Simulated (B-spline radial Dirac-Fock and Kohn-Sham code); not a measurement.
Energy-loss ionisation edge N5 (4d5/2) of Pb

System: the free lead atom in the configuration [Xe] 4f14 5d10 6s2 6p2. Level of theory: the first Born approximation with generalised oscillator strengths from a Dirac-Hartree-Slater potential (longitudinal and transverse terms; continuum final states only, so no white lines or fine structure); a radial atomic solver. The edge is taken at 412.2 eV (tabulated value).

Partial cross sections σ(β, Δ) in barn, integrated over a window Δ above the edge and up to the collection semi-angle β, for parallel illumination:

```
E₀ (kV)  β (mrad)  Δ = 25 eV  Δ = 50 eV  Δ = 100 eV  Δ = 200 eV  Δ = 300 eV
     60         5        120        272         575        1100        1480
     60        10        248        566        1220        2440        3400
     60        50        704       1510        3200        6910       10400
     80         5        130        298         638        1240        1690
    100        10        237        542        1180        2420        3440
    100        20        360        801        1740        3680        5390
    100        50        559       1210        2550        5520        8360
    120        20        342        760        1650        3510        5160
    120        50        514       1110        2360        5090        7740
    120       100        559       1220        2590        5610        8590
    200         5          ?          ?           ?           ?           ?
    200       100        420        925        1970        4260        6520
    300         5        148        343         756        1560        2240
    300        50        348        767        1640        3540        5400
```

Question: Give the row for 200 kV and 5 mrad.

Answer: 145 b for 25 eV, 335 b for 50 eV, 733 b for 100 eV, 1490 b for 200 eV, 2110 b for 300 eV.

Values without a named source are computed, but for edge energies of neutral atoms, which are taken from tables.
